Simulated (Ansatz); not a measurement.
This Ansatz (a program for electronic structure) input (CCSD(T)/cc-pVTZ) gives -79.97170 Eh with 74 basis functions. A basis named .json is the Basis Set Exchange file of that set (core-valence sets with the plain set on hydrogen).

Ansatz 0.2 input:
```yaml
crystal:
  periodic: [false, false, false]
  atoms:
    - {symbol: B, position_ang: [-0.00000000, -0.00000000, -0.83561304]}
    - {symbol: N, position_ang: [0.00000000, 0.00000000, 0.39812868]}
    - {symbol: H, position_ang: [0.00000000, 0.00000000, 1.39116444]}
basis:
  gaussian:
    orbitals: cc-pVTZ
magnetization: {spin_polarized: true, initial_magnetization: 1}
correlation: {method: ccsd_t, electrons: outside_noble_gas}
```

Change:
```diff
- orbitals: cc-pVTZ
+ orbitals: cc-pCVTZ.json
```

Q: What does the run give now?

A: -79.97484 Eh (CCSD(T)/cc-pCVTZ, 100 functions), a change of -3.14 mEh.
